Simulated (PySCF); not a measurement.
2-methylidenefuran-3-one (C5H4O2), SMILES C1OC(C(=O)C=1)=C. Atoms are numbered in the order given.

```xyz
11

C      0.9277    -1.8726     0.0000
C      0.5159    -0.6050     0.0000
O      1.3746     0.4785     0.0000
C      0.6034     1.6004     0.0000
C     -0.7281     1.3731     0.0000
C     -0.9038    -0.0874     0.0000
O     -1.9101    -0.7666     0.0000
H      0.1651    -2.6535     0.0000
H      1.9857    -2.1394     0.0000
H      1.1667     2.5335     0.0000
H     -1.5235     2.1136     0.0000
```
Charge 0, spin multiplicity 1.

Geometry optimised at B3LYP-D3(BJ)/def2-SVP.

Level of theory: B3LYP/pcSseg-1 run with PySCF.

GIAO shieldings, no solvent; atoms listed in one row are averaged. δ = σ(ref) − σ: ¹³C against TMS (σ = 181.3 ppm); ¹⁷O against H2O (σ = 333.8 ppm); ¹H against TMS (σ = 31.68 ppm), references at their B3LYP-D3(BJ)/def2-TZVP geometries, non-relativistic.

Estimate the chemical shifts. (An estimate is asked for; the answer gives what the named calculation found.)


```csv
nucleus,atoms,count,δ (ppm)
¹³C,C6,1,190.5
¹³C,C4,1,179.2
¹³C,C2,1,162.0
¹³C,C5,1,116.8
¹³C,C1,1,106.9
¹⁷O,O7,1,581.5
¹⁷O,O3,1,225.3
¹H,H10,1,8.12
¹H,H11,1,6.09
¹H,H8,1,6.05
¹H,H9,1,5.52
```
